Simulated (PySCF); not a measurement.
**Removing an electron from `CO[SiH2]OCC(C)=O`**

C4H10O3Si.
Structure used (PBE0-D3(BJ)/def2-SVP), in Å, numbered top down from 1:
```
atom  x, y, z in Å
C1     2.3771    1.1723   -0.3630
O2     2.0643   -0.1117    0.0991
Si3    1.4583   -1.3866   -0.7662
O4    -0.0208   -1.8650   -0.1532
C5    -1.0553   -1.1061    0.3442
C6    -1.3145    0.1639   -0.4356
C7    -2.5787    0.9139   -0.1259
O8    -0.5207    0.5357   -1.2687
H9     1.6425    1.5400   -1.0985
H10    3.3808    1.2014   -0.8231
H11    2.3836    1.8664    0.4927
H12    2.3056   -2.5770   -0.4842
H13    1.4591   -1.1103   -2.2297
H14   -1.9844   -1.7054    0.3622
H15   -0.8763   -0.7952    1.3957
H16   -2.8217    0.8811    0.9466
H17   -3.4133    0.4375   -0.6664
H18   -2.4895    1.9523   -0.4682
```

Level: wB97X-D/def2-SVPD (PySCF). Frontier orbitals with their largest atomic shares (Löwdin; up to four atoms above 4 %):

```json
{"orbital": "HOMO−3", "ε (eV)": "-10.85", "main atoms": "O4 34 %, O2 15 %, O8 12 %, C1 8 %"}
{"orbital": "HOMO−2", "ε (eV)": "-10.42", "main atoms": "O2 46 %, C1 13 %, Si3 8 %, O8 8 %"}
{"orbital": "HOMO−1", "ε (eV)": "-9.80", "main atoms": "O2 45 %, C1 11 %, O4 10 %, Si3 7 %"}
{"orbital": "HOMO", "ε (eV)": "-9.45", "main atoms": "?"}
{"orbital": "LUMO", "ε (eV)": "0.97", "main atoms": "C6 39 %, O8 32 %, C7 8 %, C5 7 %"}
{"orbital": "LUMO+1", "ε (eV)": "1.97", "main atoms": "C7 21 %, C5 11 %, H16 9 %, C6 8 %"}
{"orbital": "LUMO+2", "ε (eV)": "2.64", "main atoms": "Si3 22 %, C1 15 %, O2 12 %, H10 9 %"}
```

Problem. What vertical ionisation energy does ΔSCF give, and how far is −ε(HOMO) from it?

Solution. ΔSCF: 9.63 eV (929 kJ/mol; threshold wavelength 129 nm); ⟨S²⟩ of the doublet left behind is 0.757, against 0.75 for a pure doublet. −ε(HOMO) is 9.45 eV, 0.18 eV below it. For the exact functional −ε(HOMO) would equal the first vertical ionisation energy; wB97X-D (range-separated hybrid) comes within 0.18 eV of that here. Holes in the HOMO−1 and HOMO−2 were tried too where these lie within 1.2 eV of the HOMO; the lowest converged state counts.

Problem. On which atoms does the HOMO lie?

Solution. O8 (ketone oxygen) 32 %, O4 (silyl ether oxygen) 14 %, C5 (sp3 carbon bound to oxygen) 10 %, Si3 (oxygen-bound silicon) 10 %, so no atom holds as much as 40 %. The HOMO−1 lies 0.35 eV lower.

Problem. What kinetic energy would electrons from this vertical process carry with He II light (40.814 eV)?

Solution. 40.81 − 9.63 = 31.18 eV.

Problem. What total energies stand behind the ΔSCF value?

Solution. E(N) = -673.18563 Eh and E(N − 1) = -672.83162 Eh at the same geometry, 0.35401 Eh apart.

One conformer (not necessarily the lowest) at the PBE0-D3(BJ)/def2-SVP geometry, without solvent, vibrations or thermal averaging.

These values come from a run that also computed excited states and ΔSCF ions. Time: 5.6 min wall (with the writing of density and orbital grids); peak memory 1.3 GiB. Hardware: one thread of an Arm Neoverse V1, shared host with 64 logical CPUs at a one-minute load of 18.

wB97X-D is run here without its empirical dispersion term; that term would change no orbital, density or response property at a fixed geometry.
